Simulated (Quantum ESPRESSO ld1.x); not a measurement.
Task: Fe15+, configuration [Ne] 3s1. Calculated with ld1.x of Quantum ESPRESSO 7.5: scalar-relativistic Kohn-Sham, LDA (Slater exchange, Perdew-Wang correlation), spin-polarised, spherical densities, point nucleus; open shells are filled with parallel spins first. Some entries of the table are withheld. Estimate them.

orbital,occ.,eigenvalue (hartree),<1/r> (bohr^-1),r(max) (bohr)
1s up,1,-274.963,25.94,0.03833
1s down,1,-274.926,25.94,0.03833
2s up,1,-47.3714,5.627,(1)
2s down,1,-47.3273,5.631,(2)
2p up,3,-43.1330,(3),(4)
2p down,3,-43.0926,(5),(6)
3s up,1,-17.5051,2.164,0.6294
3s down,0,-17.2182,2.166,0.6275

Result: 
(1) 2s up r(max) (bohr): 0.2213
(2) 2s down r(max) (bohr): 0.2213
(3) 2p up <1/r> (bohr^-1): 5.527
(4) 2p up r(max) (bohr): 0.1781
(5) 2p down <1/r> (bohr^-1): 5.530
(6) 2p down r(max) (bohr): 0.1781
